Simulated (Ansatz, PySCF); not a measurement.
Reaction R1 → P1 + P2, each structure at its B3LYP-D3(BJ)/def2-TZVP stationary point, reached from a drawn start (curvature not checked).
R1, AlH3 (SMILES [AlH3]) (charge 0, multiplicity 1):
```xyz
4

Al     0.000     0.000     0.001
H      1.580    -0.010    -0.009
H     -0.782     1.373    -0.002
H     -0.799    -1.364     0.011
```
P1: AlH (SMILES [AlH]), charge 0, multiplicity 1.
P2: H2 (SMILES [H][H]), charge 0, multiplicity 1.

P less R. No zero-point or thermal terms.

Cores are frozen in the correlated methods.

Programs: Ansatz (an electronic-structure program); PySCF for the D3/D4 terms. All values are computed, each at the level named.

| level | reaction energy (kJ/mol) |
|---|---|
| revPBE-D3(BJ)/def2-TZVPP | 118.2 |
| B3LYP/def2-TZVPP | 123.3 |
| PBE0/def2-TZVPP | 132.9 |
| BHLYP/def2-TZVPP | 134.6 |
| CAM-B3LYP-D4/def2-TZVPP | 136.6 |
| SCS-MP2/cc-pV(Q+d)Z | 135.2 |
| CCSD/cc-pV(T+d)Z | 121.4 |
| CCSD/cc-pV(Q+d)Z | 126.6 |
| CCSD(T)/cc-pV(Q+d)Z | ? |

Q: Fill in the missing entries.

A: 
- CCSD(T)/cc-pV(Q+d)Z, reaction energy (kJ/mol): 127.0
